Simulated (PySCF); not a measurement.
A GIAO shielding run with PySCF (density fitting, non-relativistic, gas phase) on `C[SiH2]O[SiH3]`, CH$_{8}$OSi$_{2}$:

```
$ OMP_NUM_THREADS=1 python probes_run.py task.json out

{"job": {"kind": "nmr", "xc": "KT3", "basis": "pcSseg-2", "pop": false}, "charge": 0, "multiplicity": 1}
C      1.913095    -0.500967     0.251730
Si     0.712445     0.744109    -0.453643
O     -0.829284     0.417679     0.045671
Si    -2.192620    -0.173600     0.748287
H      1.661437    -1.522217    -0.073424
H      2.937842    -0.278115    -0.085855
H      1.904717    -0.478603     1.352511
H      0.742883     0.704845    -1.947139
H      1.073806     2.122969    -0.003895
H     -1.865157    -1.348437     1.613514
H     -2.828175     0.883893     1.589082
H     -3.158113    -0.604576    -0.305545
```

Hardware: 1 thread of an Arm Neoverse N1, shared host.

Q: How large is the calculation?

A: 50 electrons, 270 basis functions and 777 auxiliary functions.

Q: How long does it take, and how much memory does it need?

A: 64 s of wall time, with 15 SCF cycles; peak memory 0.82 GiB. Times on a shared host scatter by some tens of per cent.

Q: And these other runs on the same molecule and hardware: GIAO shielding at B3LYP/pcSseg-2; GIAO shielding at B97-D/pcSseg-2; GIAO shielding at BLYP/pcSseg-2; GIAO shielding at BP86/pcSseg-2; GIAO shielding at HF/pcSseg-2; GIAO shielding at KT2/pcSseg-2?

A: B3LYP/pcSseg-2: 270 functions, 52 s; B97-D/pcSseg-2: 270 functions, 62 s; BLYP/pcSseg-2: 270 functions, 65 s; BP86/pcSseg-2: 270 functions, 60 s; HF/pcSseg-2: 270 functions, 30 s; KT2/pcSseg-2: 270 functions, 64 s.
